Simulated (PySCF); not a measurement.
Molfile (atoms numbered from 1):
```
C2H6Cl2OSi
     RDKit          3D

 12 11  0  0  0  0  0  0  0  0999 V2000
   -1.5787    0.3534    0.0895 C   0  0  0  0  0  0  0  0  0  0  0  0
   -0.2355    0.6697   -0.1689 O   0  0  0  0  0  0  0  0  0  0  0  0
    0.7281    1.6332    0.7496 Si  0  0  2  0  0  4  0  0  0  0  0  0
    0.0266    3.5849    0.6879 Cl  0  0  0  0  0  0  0  0  0  0  0  0
    2.4293    1.6180   -0.0265 C   0  0  0  0  0  0  0  0  0  0  0  0
    3.1811    0.0148    0.2267 Cl  0  0  0  0  0  0  0  0  0  0  0  0
   -1.9029   -0.4094   -0.6330 H   0  0  0  0  0  0  0  0  0  0  0  0
   -2.2279    1.2388   -0.0225 H   0  0  0  0  0  0  0  0  0  0  0  0
   -1.7174   -0.0541    1.1069 H   0  0  0  0  0  0  0  0  0  0  0  0
    0.7421    1.2113    2.1738 H   0  0  0  0  0  0  0  0  0  0  0  0
    2.3644    1.8085   -1.1077 H   0  0  0  0  0  0  0  0  0  0  0  0
    3.0797    2.3826    0.4220 H   0  0  0  0  0  0  0  0  0  0  0  0
  1  2  1  0
  2  3  1  0
  3  4  1  0
  3  5  1  0
  5  6  1  0
  1  7  1  0
  1  8  1  0
  1  9  1  0
  3 10  1  1
  5 11  1  0
  5 12  1  0
M  END
```

Geometry: PBE0-D3(BJ)/def2-SVP; GIAO absolute shieldings from PySCF 2.14.0 with density-fitted response routines, gas phase, non-relativistic, averaged over equivalent atoms.

At PBE0/pcSseg-0 (78 basis functions, 6.4 s wall time on 1 thread of an Arm Neoverse V2, shared host):
```tsv
atoms	σ (ppm)
C1	137.3
C5	162.0
O2	314.8
Si3	339.6
Cl4	954.2
Cl6	961.6
H10	27.04
H7/H8/H9	28.86
H11	30.20
H12	30.70
```

Task: What do these become at OPBE/pcSseg-1?

Result: 
```
   atoms  σ at OPBE/pcSseg-1  change
      C1               132.2    -5.1
      C5               152.6    -9.4
      O2               286.2   -28.6
     Si3               364.8   +25.2
     Cl4               890.7   -63.5
     Cl6               908.9   -52.7
     H10               25.94   -1.10
H7/H8/H9               27.48   -1.38
     H11               28.29   -1.91
     H12               28.57   -2.13
```

The largest change is at Cl4 (chlorine bonded to Si). Cost: 153 basis functions, 21 s wall time on 1 thread of an Arm Neoverse V1, shared host.

Carbons that carry Cl, above all several Cl atoms, come out too deshielded, partly because spin–orbit coupling is missing.
